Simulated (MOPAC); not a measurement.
A run for MOPAC: PM3 on BF3H2O (a complex), monomers drawn apart or pushed together.

```
PM3 1SCF PRECISE CHARGE=0 THREADS=1
BF3H2O

F      1.05791979 1    -0.78438271 1     0.30186759 1
B      0.02946766 1     0.02507244 1     0.57220025 1
F      0.21096397 1     1.34710422 1     0.36965325 1
F     -1.21322866 1    -0.46047264 1     0.36873772 1
O      0.03955864 1     0.01408633 1     2.25071087 1
H     -0.82403909 1    -0.28675499 1     2.56406671 1
H      0.16675056 1     0.91826852 1     2.56812437 1
```

The log:

```
*******************************************************************************
 **                                                                           **
 **                              MOPAC v23.2.5                                **
 **                                                                           **
 *******************************************************************************
 ** MOPAC's Digital Object Identifier: https://doi.org/10.5281/zenodo.6511958 **
 **                                                                           **
 ** Please cite the open-source release paper for use of this MOPAC version:  **
 ** J. E. Moussa and J. J. P. Stewart (2026)                                  **
 ** MOPAC: An open-source semiempirical molecular orbital program             **
 ** J. Open Source Softw., 11(119), 8025, https://doi.org/10.21105/joss.08025 **
 *******************************************************************************

                              PM3 CALCULATION RESULTS

 *******************************************************************************
 *  PM3        - The PM3 Hamiltonian to be used
 *
 *
 *
 *                 CHARGE ON SYSTEM = 0
 *
 *
 *
 *  PRECISE    - TIGHTER CRITERIA TO BE USED
 *  1SCF       - DO 1 SCF AND THEN STOP
 *  THREADS=1  - MULTI-THREADING NOT USED
 *  T=         - A TIME OF 172800.0 SECONDS REQUESTED
 *  DUMP=N     - RESTART FILE WRITTEN EVERY 7200.0 SECONDS REQUESTED
 *******************************************************************************
PM3 1SCF PRECISE CHARGE=0 THREADS=1
 BF3H2O

   ATOM   CHEMICAL          X               Y               Z
  NUMBER   SYMBOL      (ANGSTROMS)     (ANGSTROMS)     (ANGSTROMS)

     1       F          1.05791979  *  -0.78438271  *   0.30186759  *
     2       B          0.02946766  *   0.02507244  *   0.57220025  *
     3       F          0.21096397  *   1.34710422  *   0.36965325  *
     4       F         -1.21322866  *  -0.46047264  *   0.36873772  *
     5       O          0.03955864  *   0.01408633  *   2.25071087  *
     6       H         -0.82403909  *  -0.28675499  *   2.56406671  *
     7       H          0.16675056  *   0.91826852  *   2.56812437  *



          CARTESIAN COORDINATES

    NO.       ATOM           X           Y           Z

     1         F          1.0579     -0.7844      0.3019
     2         B          0.0295      0.0251      0.5722
     3         F          0.2110      1.3471      0.3697
     4         F         -1.2132     -0.4605      0.3687
     5         O          0.0396      0.0141      2.2507
     6         H         -0.8240     -0.2868      2.5641
     7         H          0.1668      0.9183      2.5681

  H: (PM3): J. J. P. STEWART, J. COMP. CHEM. 10, 209 (1989).
  B: (PM3): J. J. P. STEWART, J. MOL. MOD., 10, 155-164 (2004)
  O: (PM3): J. J. P. STEWART, J. COMP. CHEM. 10, 209 (1989).
  F: (PM3): J. J. P. STEWART, J. COMP. CHEM. 10, 209 (1989).

           Empirical Formula: H2 O F3 B  =     7 atoms



      MOLECULAR POINT GROUP   :   Cs


      RHF CALCULATION, NO. OF DOUBLY OCCUPIED LEVELS = 16


 -------------------------------------------------------------------------------
 PM3 1SCF PRECISE CHARGE=0 THREADS=1
 BF3H2O



     1SCF WAS SPECIFIED, SO BFGS WAS NOT USED
     SCF FIELD WAS ACHIEVED


                              PM3 CALCULATION
                                                       MOPAC v23.2.5 Linux




          FINAL HEAT OF FORMATION =       -362.83492 KCAL/MOL =   -1518.10129 KJ/MOL


          COSMO AREA              =         94.06 SQUARE ANGSTROMS
          COSMO VOLUME            =         76.56 CUBIC ANGSTROMS

          IONIZATION POTENTIAL    =         14.834037 EV
          HOMO LUMO ENERGIES (EV) =        -14.834  0.845
          NO. OF FILLED LEVELS    =         16
          MOLECULAR WEIGHT        =         85.8204         POINT GROUP:  Cs

          MOLECULAR DIMENSIONS (Angstroms)

            Atom       Atom       Distance
            H     6    F     1     2.98445
            H     7    F     4     2.75467
            F     1    F     3     2.06404


          SCF CALCULATIONS        =          1





   ATOM   CHEMICAL          X               Y               Z
  NUMBER   SYMBOL      (ANGSTROMS)     (ANGSTROMS)     (ANGSTROMS)

     1       F          1.05791979  *  -0.78438271  *   0.30186759  *
     2       B          0.02946766  *   0.02507244  *   0.57220025  *
     3       F          0.21096397  *   1.34710422  *   0.36965325  *
     4       F         -1.21322866  *  -0.46047264  *   0.36873772  *
     5       O          0.03955864  *   0.01408633  *   2.25071087  *
     6       H         -0.82403909  *  -0.28675499  *   2.56406671  *
     7       H          0.16675056  *   0.91826852  *   2.56812437  *

                             CARTESIAN COORDINATES

   1    F        1.057919790    -0.784382710     0.301867590
   2    B        0.029467660     0.025072440     0.572200250
   3    F        0.210963970     1.347104220     0.369653250
   4    F       -1.213228660    -0.460472640     0.368737720
   5    O        0.039558640     0.014086330     2.250710870
   6    H       -0.824039090    -0.286754990     2.564066710
   7    H        0.166750560     0.918268520     2.568124370


           Empirical Formula: H2 O F3 B  =     7 atoms



      MOLECULAR POINT GROUP   :   Cs


                  EIGENVALUES
 -40.99042 -28.57514 -25.90582 -25.69766 -21.01508 -19.95784 -18.45725 -17.78681
 -17.74647 -17.25853 -16.42930 -16.35468 -16.25118 -15.94307 -15.92715 -14.83404
   0.84500   2.05293   2.53006   2.94494   4.25300   4.29219


              NET ATOMIC CHARGES AND DIPOLE CONTRIBUTIONS

  ATOM NO.   TYPE          CHARGE      No. of ELECS.   s-Pop       p-Pop
    1          F          -0.077021        7.0770     1.57049     5.50653
    2          B          -0.052176        3.0522     0.96617     2.08601
    3          F          -0.110964        7.1110     1.58900     5.52197
    4          F          -0.110394        7.1104     1.58875     5.52164
    5          O          -0.136719        6.1367     1.69286     4.44386
    6          H           0.243701        0.7563     0.75630
    7          H           0.243573        0.7564     0.75643
 DIPOLE           X         Y         Z       TOTAL
 POINT-CHG.    -0.663     0.539     3.880     3.973
 HYBRID        -0.465     0.381     0.481     0.770
 SUM           -1.129     0.921     4.361     4.598


          ATOMIC ORBITAL ELECTRON POPULATIONS

     Atom    s        px        py        pz
    1  F   1.57049   1.77600   1.84081   1.88972
    2  B   0.96617   0.75472   0.75254   0.57875
    3  F   1.58900   1.94574   1.67563   1.90059
    4  F   1.58875   1.70711   1.91409   1.90045
    5  O   1.69286   1.48003   1.40390   1.55993
    6  H   0.75630
    7  H   0.75643

 **********************
 *                    *
 * JOB ENDED NORMALLY *
 *                    *
 **********************




 == MOPAC DONE ==
```

The run finished.

Cost: roughly 0.03 core-seconds.
